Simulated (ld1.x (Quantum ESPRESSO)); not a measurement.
## Xe (Z = 54), TM: configuration errors across variants

xenon (Xe), norm-conserving Troullier–Martins (Kleinman–Bylander form), made with ld1.x (Quantum ESPRESSO) 7.5 (LDA (PZ), scalar-relativistic). Core [Kr] 4d10, reference 5s2 5p6. Waves: 5s (bound): rc 1.75 bohr; 5d channel at 0.5 Ry: rc 1.60 bohr; 5p (bound): rc 1.70 bohr. Local part: the p channel. Core correction: Bessel-smoothed model core inside 1.05 bohr.

All-electron excitation energies from the reference (eV): (1) 5s2 5p5 12.700; (2) 5s2 5p4 34.644; (3) 5s2 5p3 66.610; (4) 5s2 5p2 109.243; (5) 5s2 5p5.5 5.250; (6) 5s1 5p6 24.935; (7) 5s2 5p5 spin 12.562; (8) 5s2 5p4 spin 34.013.

Spin tests fill each open shell by Hund’s rule, majority spin first.

Tests that are not counted but printed errors over 1 eV. “local potential the d channel”: 5s2 5p2 (solver errors, printed error -95.8 eV).

4 further variants failed, have other tests or another functional or relativity, and are left out.

A true bound ghost makes a file unfit for plane-wave use even where its test errors are small: the radial tests pick states by their node count and pass the ghost by. Where a test does run into it, the solver fails or the error is huge.

Errors AE − PS in meV (a dash: test not solved or not reliable):

```csv
change,(1),(2),(3),(4),(5),(6),(7),(8),bound ghosts
base,-0.4,+5.6,+21,+44,-0.8,-2.7,+0.3,+8.2,d
local potential the d channel,-3.0,-8.6,-22,–,-1.4,-10,-2.3,-6.4,"s, p"
wave 5d channel at 0.5 Ry: rc 1.60 bohr becomes 5d channel at 0.27 Ry: rc 1.60 bohr,-0.4,+5.6,+21,+44,-0.8,-2.7,+0.3,+8.2,d
wave 5d channel at 0.5 Ry: rc 1.60 bohr becomes 5d channel at 0.5 Ry: rc 2.22 bohr,-0.4,+5.6,+21,+44,-0.8,-2.7,+0.3,+8.2,none
"all radii but the core radius scaled by about 1.32 (s 2.32, p 2.24, d 2.12 bohr)",+0.1,+7.6,+22,+37,-0.7,-27,+0.9,+9.9,none
core correction Bessel-smoothed model core inside 1.44 bohr,-0.4,+5.6,+21,+44,-0.8,-2.5,+0.5,+9.2,d
wave 5p (bound): rc 1.70 bohr becomes 5p (bound): rc 1.22 bohr,+22,+123,+353,+739,+4.0,-17,+22,+118,"s, d, p (extra level of the local part)"
local potential all-electron potential smoothed inside 1.45 bohr (lloc = -2),+1.7,+15,+42,+75,-0.4,+5.9,+2.4,+16,d
```

**Question.** Give the same row for: wave 5s (bound): rc 1.75 bohr becomes 5s (bound): rc 2.50 bohr.

**Answer.** +1.2, +15, +50, +108, -0.5, -48, +2.8, +22; bound ghosts: d.
